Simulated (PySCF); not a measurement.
Cd(Cl)(SiH3) (CdClH3Si), SMILES [SiH3][Cd][Cl].

The structure is a stationary point at B3LYP-D3(BJ)/def2-TZVP. The def2 effective core potentials stand for the cores of Cd; spin–orbit coupling is left out.

These are TDA-ωB97X/def2-SVPD (PySCF 2.14.0) values and carry that method's errors.

Vertical excitations; the highest root listed may be one member of a degenerate set.  State labels are in the subgroup Cs.

Q: Estimate the UV-visible absorptions. (Estimate from the structure and the level; the computed values follow.)

A: 
| state | symmetry | energy (eV) | λ (nm) | f | main pairs |
|---|---|---|---|---|---|
| S1 | A' | 6.19 | 200 | 0.075 | HOMO→LUMO (degenerate set) |
| S2 | A" | 6.19 | 200 | 0.075 | HOMO→LUMO+1 (degenerate set) |
| S3 | A" | 6.56 | 189 | 0.050 | HOMO−2→LUMO+2 (degenerate set) |
| S4 | A' | 6.56 | 189 | 0.050 | HOMO−1→LUMO+2 (degenerate set) |
| S5 | A' | 6.64 | 187 | 0.567 | HOMO→LUMO+2 74 % |
| S6 | A" | 6.83 | 182 | 0.000 | HOMO−2→LUMO 47 %, HOMO−1→LUMO+1 47 % |
| S7 | A' | 6.84 | 181 | 0.000 | HOMO−1→LUMO, HOMO−2→LUMO+1 (degenerate set) |
| S8 | A" | 6.84 | 181 | 0.000 | HOMO−1→LUMO+1, HOMO−2→LUMO (degenerate set) |
| S9 | A' | 7.39 | 168 | 0.574 | HOMO−2→LUMO+1 28 %, HOMO−1→LUMO 28 %, HOMO−3→LUMO+2 19 %, HOMO→LUMO+2 16 % |
| S10 | A" | 8.18 | 152 | 0.046 | HOMO−3→LUMO+1 46 %, HOMO→LUMO+5 45 % |
| T1 | A' | 5.38 | 230 | 0 | HOMO→LUMO+2 92 % |
| T2 | A" | 5.44 | 228 | 0 | HOMO→LUMO+1 (degenerate set) |
| T3 | A' | 5.44 | 228 | 0 | HOMO→LUMO (degenerate set) |
| T4 | A" | 6.24 | 199 | 0 | HOMO−2→LUMO+2 88 % |
Triplets are in the Tamm–Dancoff approximation.
